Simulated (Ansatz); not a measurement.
`F/C=C/[S][AlH2]` + `[OH][GaH2]` → `[AlH2][O][GaH2]` + `F/C=C\S`  (ligand exchange at the Al–S bond)

Computed with Ansatz on PBE0-D4/def2-TZVP structures; ΔE is electronic, products minus reactants. CCSD(T)/CBS is the MP2 limit (def2-TZVPP, def2-QZVPP) plus CCSD(T) − MP2 in def2-TZVPP, frozen cores. Double bonds are as drawn, so ΔE can hold a change between cis and trans. DFT in def2-TZVPP. For Ga outer-core shells are correlated without core-valence functions, which leaves a few kJ/mol of doubt a bond. Scalar relativity is left out up to krypton. Each species was taken in one conformer, which may not be the lowest.

`F/C=C/[S][AlH2]`:

Cartesian coordinates in Å:
```
F 2.143 0.842 -0.009
C 0.822 0.911 0.110
C 0.012 0.539 -0.894
S -1.750 0.558 -0.744
Al -0.884 -1.080 0.484
H 0.494 1.340 1.052
H 0.466 0.175 -1.813
H -0.463 -2.421 -0.236
H -0.839 -0.863 2.049
```

`[OH][GaH2]`:

Z-matrix (Å, degrees):
```
Ga
O 1 1.788
H 1 1.565 2 117.5
H 1 1.556 2 113.8 3 180.0
H 2 0.959 1 114.1 3 0.0
```

`[AlH2][O][GaH2]`:

```xyz
7

Al   -0.184   -0.140    1.676
O    -0.004   -0.001    0.017
Ga    0.190    0.144   -1.735
H     0.567   -1.314    2.428
H    -1.098    0.911    2.431
H     1.372    1.044   -2.216
H    -0.842   -0.643   -2.602
```

`F/C=C\S`:

```xyz
7

F    -0.364    0.924   -1.344
C     0.031   -0.266   -0.869
C     0.176   -0.490    0.426
S    -0.093    0.631    1.731
H     0.211   -0.996   -1.647
H     0.499   -1.474    0.739
H    -0.459    1.670    0.964
```

Task: Is it downhill or uphill in electronic energy at CCSD(T)/CBS, and by how much? (Best estimate.)

Result: The calculation gave: Downhill: ΔE = -0.49 eV.

Task: What do these levels give: r2SCAN-D4, PBE0-D4, ωB97M-V, B2PLYP, MP2/def2-TZVPP, MP2/CBS(def2)? (Estimate.)

Result: The calculation gave: r2SCAN-D4 -0.44, PBE0-D4 -0.36, ωB97M-V -0.47, B2PLYP -0.62, MP2/def2-TZVPP -0.48, MP2/CBS(def2) -0.44 eV.

Largest T1 diagnostic among the species: 0.015.

In def2-TZVPP, CCSD(T) changes the Hartree–Fock value by +0.28 eV (the triples alone add +0.06 eV) and MP2 by +0.33 eV. The D4 term adds +0.05 eV with B3LYP and +0.02 eV with PBE0; it sums over pairs of atoms, weighted by their polarisabilities, and B3LYP, whose exchange is more repulsive, gets the larger term.

B3LYP here is the variant with VWN-RPA as its local correlation; programs differ in this.
